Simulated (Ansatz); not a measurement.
Consider the ligand exchange at the Si–C bond: `[F][Al]1[CH]=[C]1[SiH3]` + `N=CCF` → `FC/C=N\[SiH3]` + `[F][Al]1[CH]=[CH]1`.

Isolated molecules relaxed with PBE0-D4/def2-TZVP in Ansatz; ΔE leaves out vibrations. CBS: MP2 limit from def2 TZ/QZ plus the TZ coupled-cluster correction, frozen cores. DFT in def2-TZVPP. One conformer a species, not always the lowest.

```
             level  ΔE (kJ/mol)
               PBE         -6.8
            r2SCAN        -13.3
    MP2/def2-QZVPP        -13.2
SCS-MP2/def2-QZVPP        -14.0
```

(1) What does CCSD(T)/CBS give? (Estimate.)

Largest T1 diagnostic among the species: 0.014.

## Answers

(1) Computed: -11.2 kJ/mol. The listed levels differ from it by 4.4, -2.1, -2.0, -2.8 kJ/mol.

In def2-TZVPP, CCSD(T) changes the Hartree–Fock value by +8.8 kJ/mol (the triples alone add +1.2 kJ/mol) and MP2 by +6.6 kJ/mol.
